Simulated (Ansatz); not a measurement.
H₂Be, triplet, geometry from GFN2-xTB (such geometries of metal compounds can be far from the true shape) (a higher spin typed on purpose: for a closed-shell molecule this is an excited state); BLYP/def2-SV(P) (Ansatz, a program for electronic structure).

Ansatz was given this input:
Ansatz 0.2 input:
```yaml
crystal:
  periodic: [false, false, false]
  atoms:
    - {symbol: Be, position_ang: [-0.05315013, 0.26940729, 0.24031424]}
    - {symbol: H, position_ang: [0.48591557, -1.04044807, 0.16569329]}
    - {symbol: H, position_ang: [-0.27331505, -0.03718111, -1.12695024]}
basis:
  gaussian:
    orbitals: def2-SV_P_.json
hamiltonian:
  xc: blyp
magnetization: {spin_polarized: true, initial_magnetization: 2}
```
The basis file holds def2-SV(P) in the JSON format of the Basis Set Exchange.

Question: Predict the main parts of the log of this Ansatz run.

Answer: 
```
Functional definition: BLYP
192 factors; integrals over basis functions are off by at most 2.1e-4 eV
mean field evaluation 1: about -428.1682 eV, gradient 3.7e0 eV
mean field evaluation 2: about -428.3092 eV, gradient 1.2e0 eV
mean field evaluation 4: about -428.3128 eV, gradient 1.4e-1 eV
mean field evaluation 8: about -428.3131 eV, gradient 4.4e-4 eV
mean field -428.31305213 eV, -15.7402143448 hartree, gradient 1.9e-5 eV, S^2 2.003466; 0 other end points of the search recorded, 0 dependent functions left out
reference -428.31331834 eV, -15.7402241279 hartree; 4, 2 occupied and 9, 11 virtual orbitals, 192 factors
Total energy: -428.31331834 eV, -15.7402241279 hartree
```
